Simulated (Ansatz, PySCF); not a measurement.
Spin states of H2O2Pt (SMILES [OH][Pt][OH]), each relaxed with B3LYP-D3(BJ)/def2-TZVP.
State 1 (charge 0, multiplicity 3):
```xyz
5

Pt     0.00597    -0.31737    -0.05997
O      1.55119     0.00564    -1.06597
H      1.60373     0.74500    -1.68296
O     -1.54896    -0.45965     0.97257
H     -1.66581     0.05614     1.77911
```
State 2 (charge 0, multiplicity 1):
```xyz
5

Pt     0.223    -0.430     0.164
O      1.269    -0.084    -1.325
H      1.532     0.850    -1.362
O     -1.412    -0.573     1.025
H     -1.666     0.267     1.441
```

Singlets are restricted, other states unrestricted; no spin–orbit coupling, no relativity up to Kr; see below for the cores. The largest T1 diagnostic is 0.036.

Correlated levels freeze the inner cores; with def2 sets outer-core shells near the valence are correlated too.

The values were computed with Ansatz (a first-principles code); PySCF for the dispersion terms. Values without a source in brackets are computed. In def2 rows elements past Kr take small-core potentials, without spin–orbit coupling.

```tsv
level	energy of the multiplicity-1 state less that of the multiplicity-3 state (kcal/mol)
PBE-D3(BJ)/def2-TZVPP	1.31
PBE-D4/def2-TZVPP	1.32
BLYP-D3(BJ)/def2-TZVPP	1.67
BLYP-D4/def2-TZVPP	1.67
r2SCANh/def2-TZVPP	7.31
B3LYP-D3(BJ)/def2-TZVPP	(withheld)
B2PLYP/def2-TZVPP	1.34
B2PLYP-D3(BJ)/def2-TZVPP	1.32
CCSD(T)/def2-SVP	(withheld)
```

What belongs in the gaps?


- B3LYP-D3(BJ)/def2-TZVPP, energy of the multiplicity-1 state less that of the multiplicity-3 state (kcal/mol): 4.36
- CCSD(T)/def2-SVP, energy of the multiplicity-1 state less that of the multiplicity-3 state (kcal/mol): -0.07

Doubts at one or more of the structures used: a restricted determinant that unrestricted orbitals would lower (B2PLYP/def2-TZVPP, B2PLYP-D3(BJ)/def2-TZVPP, CCSD(T)/def2-SVP).
